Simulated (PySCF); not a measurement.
Compound: C5H9FO.
SMILES: `COC1(F)CCC1`

The calculation used TDDFT PBE0/def2-SVPD, vertical, gas phase, core orbitals frozen in the response in PySCF. Geometry: GFN2-xTB, one conformer, isolated molecule.

```json
{"state": "S1", "E (eV)": "7.59", "λ (nm)": "163.3", "ν̃ (cm⁻¹)": "61240", "f": "0.0027", "main configurations (H = HOMO, L = LUMO)": "H→L (96%)"}
{"state": "S2", "E (eV)": "8.02", "λ (nm)": "154.6", "ν̃ (cm⁻¹)": "64680", "f": "0.018", "main configurations (H = HOMO, L = LUMO)": "H→L+1 (93%)"}
{"state": "S3", "E (eV)": "8.33", "λ (nm)": "148.9", "ν̃ (cm⁻¹)": "67170", "f": "0.016", "main configurations (H = HOMO, L = LUMO)": "H→L+2 (82%), H→L+3 (10%)"}
{"state": "S4", "E (eV)": "8.40", "λ (nm)": "147.7", "ν̃ (cm⁻¹)": "67720", "f": "0.011", "main configurations (H = HOMO, L = LUMO)": "H→L+3 (84%), H→L+2 (9%)"}
{"state": "S5", "E (eV)": "8.50", "λ (nm)": "145.8", "ν̃ (cm⁻¹)": "68570", "f": "0.023", "main configurations (H = HOMO, L = LUMO)": "H-1→L (91%)"}
{"state": "S6", "E (eV)": "8.76", "λ (nm)": "141.5", "ν̃ (cm⁻¹)": "70660", "f": "0.016", "main configurations (H = HOMO, L = LUMO)": "H→L+4 (44%), H-1→L+1 (43%)"}
{"state": "S7", "E (eV)": "8.88", "λ (nm)": "139.6", "ν̃ (cm⁻¹)": "71650", "f": "0.0065", "main configurations (H = HOMO, L = LUMO)": "H-1→L+1 (42%), H→L+4 (40%)"}
{"state": "S8", "E (eV)": "9.08", "λ (nm)": "136.6", "ν̃ (cm⁻¹)": "73210", "f": "0.0041", "main configurations (H = HOMO, L = LUMO)": "H-2→L (77%)"}
```

Triplets (Tamm–Dancoff): T1 7.47 eV, H→L (91%); T2 7.88 eV, H→L+1 (76%), H→L+3 (9%); T3 8.05 eV, H→L+3 (39%), H→L+2 (34%).

The lowest singlet comes at 163 nm (733 kJ/mol) in the vacuum ultraviolet; it is very weak; its leading configuration is HOMO→LUMO (96%). The most intense listed level is S5 at 8.50 eV (146 nm, f = 0.023), 0.91 eV above S1. Löwdin shares by element: HOMO oxygen 44%, carbon 32% or more (atoms not listed hold the other 24%); LUMO carbon 31% or more, hydrogen 19% or more (atoms not listed hold the other 50%). The oscillator strengths of these states sum to 0.098; summed over the whole spectrum of an exact calculation they would give the number of electrons, 56 (Thomas–Reiche–Kuhn). The listed states span 1.48 eV, and the widest gap between neighbours is 0.43 eV (S1 to S2). Weighted by f, the mean energy of these states is 8.44 eV. The window holds the lowest 8 singlets.
